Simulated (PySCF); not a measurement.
H2Te, SMILES [TeH2+], charge +1, multiplicity 2. Atoms are numbered in the order given.

```xyz
3

Te     0.0000     0.0000    -0.0435
H      0.0000     1.1829     1.1304
H      0.0000    -1.1829     1.1304
```
Charge +1, spin multiplicity 2.

Geometry: PBE0-D3(BJ)/def2-TZVPD. The def2 effective core potentials stand for the cores of Te; spin–orbit coupling is left out.

Method: PySCF with r2SCAN/def2-TZVPD.

Mulliken values depend strongly on the basis, most of all with diffuse functions as here. ESP charges are fitted to the potential on shells at 1.4 to 2.0 van der Waals radii. Atomic charges (e):

| atom | Mulliken | ESP fit | Mulliken spin |
|---|---|---|---|
| Te1 | 0.57 | 0.79 | 1.11 |
| H2 | 0.22 | 0.10 | -0.05 |
| H3 | 0.22 | 0.10 | -0.05 |
